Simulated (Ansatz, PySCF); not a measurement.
Bond stretch in BH, singlet.

Levels of theory: UMP2/3-21G = unrestricted MP2 (frozen core)/3-21G in PySCF; RCCSD(T) = CCSD(T) on RHF/cc-pVTZ, frozen core (Ansatz, a first-principles code); UCCSDT(Q) = Ansatz with CCSDT(Q) on UHF/cc-pVTZ, frozen core; UCCSD = CCSD on UHF/cc-pVTZ, frozen core run with Ansatz; UKS-r2SCAN = unrestricted r2SCAN/cc-pVTZ in PySCF.

Energies are in mEh, each relative to the lowest point of its own curve near equilibrium.

```
R / Å  UMP2/3-21G  RCCSD(T)  UCCSDT(Q)  UCCSD  UKS-r2SCAN
-----  ----------  --------  ---------  -----  ----------
0.98         38.7      36.3       36.3   36.2        34.8
1.05         17.7      16.7       16.7   16.6        15.6
1.12          6.0       5.6        5.7    5.6         5.1
1.17          1.7       1.6        1.7    1.6         1.3
1.21          0.2       0.2        0.2    0.2         0.1
1.24          0.0       0.0        0.0    0.0         0.0
1.26          0.2       0.2        0.2    0.2         0.3
1.32          2.2       2.1        2.1    2.2         2.4
1.37          5.0       5.0        4.9    5.1         5.4
1.45         11.2      11.2       11.1   11.3        11.9
1.55         20.4      20.6       20.5   20.9        21.6
1.66         31.6      32.1       32.0   32.6        33.4
1.86         55.6      53.3       53.0   54.2        55.2
2.07         77.6      73.5       73.1   76.2        76.8
2.22         86.8      86.0       85.5   90.1        90.7
2.49         95.7     103.8      103.5  109.7       106.2
2.74         99.5         —      115.1  121.1       114.5
3.05        101.7         —          —  127.8       121.1
3.36        102.6         —          —  130.3       125.0
3.77        103.1         —          —  131.3       127.9
4.41        103.4         —          —  131.7       129.7
5.02        103.5         —          —  131.7       130.1
```

At the longest distance, 5.02 Å, UCCSD lies highest above its minimum (131.7 mEh) and UMP2/3-21G lowest (103.5 mEh).

Dashes: no converged value, or the column stops at the first point that the program doubted or that broke a chosen test of continuity, which isn't proof of a fault.

The unrestricted determinant behind UMP2/3-21G, UCCSDT(Q), UCCSD, UKS-r2SCAN is spin-contaminated at 0.98 to 5.02 Å (<S²> up to 1.0, against 0.00 for a pure singlet). The T1 diagnostic of CCSD on the restricted reference of RCCSD(T) exceeds 0.045 at 2.49 to 5.02 Å.
